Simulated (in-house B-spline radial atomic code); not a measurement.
A fraction x of an electron is removed from 4d in the molybdenum ion Mo⁵⁺, starting from [Kr] 4d1 and keeping the highest spin. All numbers are computed (scalar-relativistic (X2C) B3LYP, spin-polarised, spherical fractional occupations; Fermi nucleus of rms radius 4.4091 fm) with a B-spline radial code for spherical atoms, not measured.

Caution: exact exchange at fractional occupations of open shells leaves self-interaction of up to several eV.

| x | E(x) - E(0) (eV) | 4d up level (eV) |
| --- | --- | --- |
| 0 | 0.0000 | -60.412 |
| 0.1 | 6.1112 | -61.813 |
| 0.18 | 11.1012 | -62.938 |
| 0.32 | 20.0510 | -64.919 |
| 0.39 | 24.6302 | -65.915 |
| 0.5 | 31.9672 | -67.486 |
| 0.62 | 40.1689 | -69.210 |
| 0.73 | 47.8694 | -70.799 |
| 0.81 | 53.5797 | -71.960 |
| 0.94 | 63.0575 | -73.854 |
| 1 | 67.5150 | - |

The exact functional would give a straight line between the two integer points. Deviations E(x) - E(0) - x[E(1) - E(0)], in eV: -0.64 at x = 0.1, -1.051 at x = 0.18, -1.554 at x = 0.32, -1.701 at x = 0.39, -1.79 at x = 0.5, -1.69 at x = 0.62, -1.417 at x = 0.73, -1.107 at x = 0.81, -0.407 at x = 0.94.

The curve lies below the straight line by up to 1.79 eV (at x = 0.5): convex, the delocalisation error, to which spherically averaged exact exchange adds.

Question: How well does Slater's transition state (minus the level at half occupation) give the ionisation energy?

Answer: It gives 67.486 eV against 67.515 eV from the two total energies; NIST lists 68.83 eV, ground level to ground level. The end point has an open shell averaged over its orbitals, so its exact exchange keeps a self-interaction and this is no true integer point.
